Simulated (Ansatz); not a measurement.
Program: Ansatz. Geometries: PBE0-D4/def2-TZVP. ΔE: electronic, gas phase. CCSD(T)/CBS is the MP2 limit (def2-TZVPP, def2-QZVPP) plus CCSD(T) − MP2 in def2-TZVPP, frozen cores. def2 core potentials past Kr. For Br, In outer-core shells are correlated without core-valence functions, which leaves a few kJ/mol of doubt a bond. Scalar relativity is left out up to krypton. Each species was taken in one conformer, which may not be the lowest.

`C[O][InH][Br]` + `C[Si](C)(F)C#N` → `C[O][InH][C]#N` + `C[Si](C)(F)Br`  (redistribution)

```csv
species,CCSD(T)/CBS(def2) energy (Eh)
`C[O][InH][Br]`,-2878.81206
`C[Si](C)(F)C#N`,-561.44132
`C[O][InH][C]#N`,-398.17531
`C[Si](C)(F)Br`,-3042.06315
```

Problem. Work out ΔE.

Solution. ΔE = (-398.17531) + (-3042.06315) − (-2878.81206) − (-561.44132) = 0.01492 Eh = +39.2 kJ/mol.

Largest T1 diagnostic among the species: 0.017.

In def2-TZVPP, CCSD(T) changes the Hartree–Fock value by −14.5 kJ/mol (the triples alone add −1.5 kJ/mol) and MP2 by −15.5 kJ/mol.
